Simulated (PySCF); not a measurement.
## Radial density of Si⁺ (silicon, charge +1)

UHF, [Ne] 3s2 3p1, 2P determinant. Calculation: PySCF 2.14, in dyall-acv3z; the non-relativistic Hamiltonian (point nucleus).

```tsv
r (bohr)	4πr²ρ (e/bohr)	4πr²(ρα − ρβ)
0.00196	0.08087	0.0000
0.00330	0.2204	0.0000
0.00555	0.5855	0.0000
0.00934	1.490	0.0000
0.0157	3.530	-0.0001
0.0264	7.413	0.0000
0.0444	12.75	0.0007
0.0747	15.85	0.0054
0.126	12.56	0.0238
0.211	9.715	0.0654
0.356	13.95	0.0846
0.598	10.70	0.0091
1.01	2.627	0.0702
1.69	1.634	0.4204
2.85	0.8095	0.3229
4.79	0.05514	0.0335
8.05	0.0002856	0.0003
```
